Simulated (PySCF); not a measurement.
Potential energy curve for H2 (cation, charge +1), doublet.

Levels of theory: UHF/STO-3G = unrestricted Hartree-Fock/STO-3G (PySCF); UCCSD(T) = CCSD(T) on UHF/cc-pVDZ (PySCF).

Energies relative to the lowest point of each curve near equilibrium, in kcal/mol:

```tsv
R / Å	UHF/STO-3G
0.92	3.9
1.04	0.1
1.07	0.0
1.10	0.2
1.17	1.6
1.21	2.9
1.37	10.0
1.49	16.6
1.81	34.0
2.66	62.4
3.27	69.5
4.40	72.6
```

Task: Predict the corresponding UCCSD(T) column.

Result: 0.92: 2.7; 1.04: 0.0; 1.07: 0.1; 1.10: 0.3; 1.17: 1.6; 1.21: 2.6; 1.37: 8.3; 1.49: 13.5; 1.81: 27.3; 2.66: 50.8; 3.27: 58.2; 4.40: 62.5 (kcal/mol).
